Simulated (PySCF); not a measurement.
Job for PySCF: U-M06-2X/def2-TZVPPD on OH (SMILES [OH]).

```python
from pyscf import gto, dft

mol = gto.M(
    atom='''
    O     0.00000000    0.00000000    0.48836012
    H    -0.00000000   -0.00000000   -0.48836012
    ''',
    basis='def2-tzvppd',
    charge=0, spin=1, verbose=4, max_memory=1800)
mf = dft.UKS(mol, xc='m062x').density_fit(auxbasis='def2-universal-jkfit')
mf.grids.level = 4
mf.conv_tol = 1e-9
mf.max_cycle = 150
mf.kernel()
mf.dip_moment()
```

Program output:

```
PySCF version 2.14.0

[INPUT] verbose = 4
[INPUT] num. atoms = 2
[INPUT] num. electrons = 9
[INPUT] charge = 0
[INPUT] spin (= nelec alpha-beta = 2S) = 1
[INPUT] symmetry False subgroup None
[INPUT] Mole.unit = angstrom
[INPUT] Symbol           X                Y                Z      unit          X                Y                Z       unit  Magmom
[INPUT]  1 O      0.000000000000   0.000000000000   0.488360120000 AA    0.000000000000   0.000000000000   0.922866876960 Bohr   0.0
[INPUT]  2 H      0.000000000000   0.000000000000  -0.488360120000 AA    0.000000000000   0.000000000000  -0.922866876960 Bohr   0.0

nuclear repulsion = 4.33431960758794
number of shells = 21
number of NR pGTOs = 74
number of NR cGTOs = 57
basis = def2-tzvppd
ecp = {}


******** <class 'pyscf.df.df_jk.DFUKS'> ********
method = DFUKS
initial guess = minao
damping factor = 0
level_shift factor = 0
DIIS = <class 'pyscf.scf.diis.CDIIS'>
diis_start_cycle = 1
diis_space = 8
diis_damp = 0
SCF conv_tol = 1e-09
SCF conv_tol_grad = None
SCF max_cycles = 150
direct_scf = False
number electrons alpha = 5  beta = 4
XC library pyscf.dft.libxc version 7.1.2
    S. Lehtola, C. Steigemann, M. J. T. Oliveira, and M. A. L. Marques,  SoftwareX 7, 1–5 (2018)
XC functionals = m062x
    Y. Zhao and D. G. Truhlar,  Theor. Chem. Acc. 120, 215 (2008)
    Y. Zhao and D. G. Truhlar,  Theor. Chem. Acc. 120, 215 (2008)
radial grids:
    Treutler-Ahlrichs [JCP 102, 346 (1995); DOI:10.1063/1.469408] (M4) radial grids

becke partition: Becke, JCP 88, 2547 (1988); DOI:10.1063/1.454033
pruning grids: <function nwchem_prune>
grids dens level: 4
symmetrized grids: False
atomic radii adjust function: <function treutler_atomic_radii_adjust>
small_rho_cutoff = 0
Set gradient conv threshold to 3.16228e-05
tot grids = 43968
******** <class 'pyscf.df.df.DF'> ********
auxbasis = def2-universal-jkfit
init E= -75.5382049505754
  alpha nocc = 5  HOMO = -0.410443280257129  LUMO = 0.0158648753290365

WARN: beta  nocc = 4  HOMO -0.410443280257177 >= LUMO -0.410443280257132


WARN: HOMO -0.410443280257129 >= LUMO -0.410443280257132

cycle= 1 E= -75.7196532231082  delta_E= -0.181  |g|= 0.183  |ddm|= 0.591
  alpha nocc = 5  HOMO = -0.401346826830448  LUMO = 0.0122784510785579
  beta  nocc = 4  HOMO = -0.373732677943124  LUMO = -0.0850182365826697
  HOMO = -0.373732677943  LUMO = -0.0850182365827  gap/eV = 7.85632
cycle= 2 E= -75.7285040023335  delta_E= -0.00885  |g|= 0.132  |ddm|= 0.184
  alpha nocc = 5  HOMO = -0.450344806312224  LUMO = 0.0148864590901425
  beta  nocc = 4  HOMO = -0.419080042519809  LUMO = -0.119255481173361
  HOMO = -0.41908004252  LUMO = -0.119255481173  gap/eV = 8.15864
cycle= 3 E= -75.734386816417  delta_E= -0.00588  |g|= 0.0265  |ddm|= 0.0685
  alpha nocc = 5  HOMO = -0.441629206805921  LUMO = 0.0178273306058472
  beta  nocc = 4  HOMO = -0.408352490373026  LUMO = -0.107979959914793
  HOMO = -0.408352490373  LUMO = -0.107979959915  gap/eV = 8.17355
cycle= 4 E= -75.7346512552643  delta_E= -0.000264  |g|= 0.00505  |ddm|= 0.0137
  alpha nocc = 5  HOMO = -0.443010803725919  LUMO = 0.0178781307940383
  beta  nocc = 4  HOMO = -0.407953633137843  LUMO = -0.107199732517863
  HOMO = -0.407953633138  LUMO = -0.107199732518  gap/eV = 8.18393
cycle= 5 E= -75.7346755804916  delta_E= -2.43e-05  |g|= 0.00138  |ddm|= 0.00598
  alpha nocc = 5  HOMO = -0.443110198518056  LUMO = 0.0179755612669368
  beta  nocc = 4  HOMO = -0.407253051973846  LUMO = -0.106795733186168
  HOMO = -0.407253051974  LUMO = -0.106795733186  gap/eV = 8.17586
cycle= 6 E= -75.7346782257685  delta_E= -2.65e-06  |g|= 0.000327  |ddm|= 0.00249
  alpha nocc = 5  HOMO = -0.443246540719279  LUMO = 0.0179970346387393
  beta  nocc = 4  HOMO = -0.407206258183422  LUMO = -0.106825529176326
  HOMO = -0.407206258183  LUMO = -0.106825529176  gap/eV = 8.17378
cycle= 7 E= -75.7346784363848  delta_E= -2.11e-07  |g|= 0.000115  |ddm|= 0.000697
  alpha nocc = 5  HOMO = -0.443252619421678  LUMO = 0.0179978662183586
  beta  nocc = 4  HOMO = -0.407199132131254  LUMO = -0.106827728636951
  HOMO = -0.407199132131  LUMO = -0.106827728637  gap/eV = 8.17352
cycle= 8 E= -75.7346785089627  delta_E= -7.26e-08  |g|= 9.84e-05  |ddm|= 0.00029
  alpha nocc = 5  HOMO = -0.443251703698593  LUMO = 0.0179981507317706
  beta  nocc = 4  HOMO = -0.40720191086217  LUMO = -0.106827787276465
  HOMO = -0.407201910862  LUMO = -0.106827787276  gap/eV = 8.17360
cycle= 9 E= -75.7346785733421  delta_E= -6.44e-08  |g|= 9.71e-05  |ddm|= 0.000255
  alpha nocc = 5  HOMO = -0.443247071119394  LUMO = 0.0179980636196859
  beta  nocc = 4  HOMO = -0.407207166542683  LUMO = -0.106823284869797
  HOMO = -0.407207166543  LUMO = -0.10682328487  gap/eV = 8.17386
cycle= 10 E= -75.734678881585  delta_E= -3.08e-07  |g|= 9.22e-05  |ddm|= 0.00126
  alpha nocc = 5  HOMO = -0.443230952290214  LUMO = 0.0179999056787992
  beta  nocc = 4  HOMO = -0.407279840566112  LUMO = -0.106758061656429
  HOMO = -0.407279840566  LUMO = -0.106758061656  gap/eV = 8.17761
cycle= 11 E= -75.7346805616385  delta_E= -1.68e-06  |g|= 7.07e-05  |ddm|= 0.00886
  alpha nocc = 5  HOMO = -0.443232438452149  LUMO = 0.0180007665210908
  beta  nocc = 4  HOMO = -0.407269847907003  LUMO = -0.106758893337343
  HOMO = -0.407269847907  LUMO = -0.106758893337  gap/eV = 8.17732
cycle= 12 E= -75.734681007326  delta_E= -4.46e-07  |g|= 5.23e-05  |ddm|= 0.00378
  alpha nocc = 5  HOMO = -0.44323996780598  LUMO = 0.01800041451515
  beta  nocc = 4  HOMO = -0.407254372749726  LUMO = -0.106766872590981
  HOMO = -0.40725437275  LUMO = -0.106766872591  gap/eV = 8.17668
cycle= 13 E= -75.7346813883836  delta_E= -3.81e-07  |g|= 2.58e-05  |ddm|= 0.00749
  alpha nocc = 5  HOMO = -0.443259927301398  LUMO = 0.0180005234302598
  beta  nocc = 4  HOMO = -0.407159244874343  LUMO = -0.106850665200213
  HOMO = -0.407159244874  LUMO = -0.1068506652  gap/eV = 8.17181
cycle= 14 E= -75.7346813884287  delta_E= -4.51e-11  |g|= 3.43e-05  |ddm|= 5.97e-05
  alpha nocc = 5  HOMO = -0.443247375251509  LUMO = 0.0180003535152977
  beta  nocc = 4  HOMO = -0.407219611334  LUMO = -0.106797605560452
  HOMO = -0.407219611334  LUMO = -0.10679760556  gap/eV = 8.17490
cycle= 15 E= -75.7346813899888  delta_E= -1.56e-09  |g|= 3.48e-06  |ddm|= 0.000433
  alpha nocc = 5  HOMO = -0.443248522575921  LUMO = 0.0180003264886039
  beta  nocc = 4  HOMO = -0.407213750610822  LUMO = -0.10680284999529
  HOMO = -0.407213750611  LUMO = -0.106802849995  gap/eV = 8.17460
cycle= 16 E= -75.7346813899942  delta_E= -5.4e-12  |g|= 2.75e-07  |ddm|= 7.56e-06
  alpha nocc = 5  HOMO = -0.44324851056377  LUMO = 0.0180003192589027
  beta  nocc = 4  HOMO = -0.407214186971636  LUMO = -0.10680257867832
  HOMO = -0.407214186972  LUMO = -0.106802578678  gap/eV = 8.17462
Extra cycle  E= -75.7346813899942  delta_E= -7.11e-14  |g|= 1.43e-07  |ddm|= 1.99e-07
converged SCF energy = -75.7346813899942  <S^2> = 0.75306317  2S+1 = 2.0030608
Dipole moment(X, Y, Z, Debye): -0.00000, -0.00000, -1.68154
```

The calculation finished and met its thresholds.

Cost: about 11 core-seconds (a rough figure).
